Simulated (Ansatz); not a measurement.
System: dihydroxy(dimethyl)silane, C2H8O2Si, charge 0, multiplicity 1. 
Geometry from a B3LYP-D3(BJ)/def2-TZVP (Ansatz, a first-principles code) optimisation:
```
Si
O 1 1.6566
H 2 0.9605 1 117.63
O 1 1.6566 2 111.01 3 -60.32
H 4 0.9605 1 117.63 2 -60.32
C 1 1.8606 2 104.48 3 178.99
H 6 1.0918 1 110.94 2 178.70
H 6 1.0919 7 108.18 1 -121.82
H 6 1.0924 7 108.10 8 -116.17
C 1 1.8606 2 111.82 3 55.93
H 10 1.0918 1 110.94 2 58.55
H 10 1.0919 11 108.18 1 -121.82
H 10 1.0924 11 108.10 12 -116.17
```
Charge 0, spin multiplicity 1.

Basis-set convergence of Hartree-Fock and MP2 correlation energies (hartree) with Ansatz. Cores are frozen in the correlated levels unless marked. Spin-orbit coupling is left out. No relativistic terms.

```csv
basis,functions,E(HF),"E(corr, MP2)"
cc-pV(D+d)Z,119,-519.19562,-0.76500
cc-pV(T+d)Z,271,?,?
```

Problem. Fill in the missing entries.

Solution. 
- cc-pV(T+d)Z, E(HF): -519.29991
- cc-pV(T+d)Z, E(corr, MP2): -0.96437
